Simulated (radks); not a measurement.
Task: Isoelectronic series with 14 electrons, each ion in its NIST ground configuration. Calculated with a radial shooting solver on a logarithmic mesh with Libxc functionals: scalar-relativistic Kohn-Sham, LDA (Slater exchange, Perdew-Wang correlation), spin-polarised, spherical densities, finite nucleus; open shells are filled with parallel spins first; Fermi nuclear charge, rms radius of each element as measured or else 0.836 A^(1/3) + 0.57 fm. Total energies (hartree) and mean radii <r> (bohr) (* marks an orbital that is empty in some or all of the ions):

ion    configuration  E (hartree)  3p down*   3p up  3s down
Si      [Ne] 3s2 3p2   -288.84546     2.902   2.744    2.173
Cl3+    [Ne] 3s2 3p2   -457.30271     1.527   1.507    1.401
Ca6+    [Ne] 3s2 3p2   -666.59932     1.087   1.079    1.049
V9+     [Ne] 3s2 3p2   -916.91152    0.8509  0.8466   0.8416
Cu15+   [Ne] 3s2 3p2  -1541.87874    0.5971  0.5953   0.6050
Ge18+   [Ne] 3s2 3p2  -1917.36680    0.5200  0.5187   0.5304
Br21+   [Ne] 3s2 3p2  -2335.52670    0.4606  0.4596   0.4719

Estimate the row of Fe12+ ([Ne] 3s2 3p2).

Result: E (hartree) -1208.54381; 3p down* 0.7013; 3p up 0.6986; 3s down 0.7039.
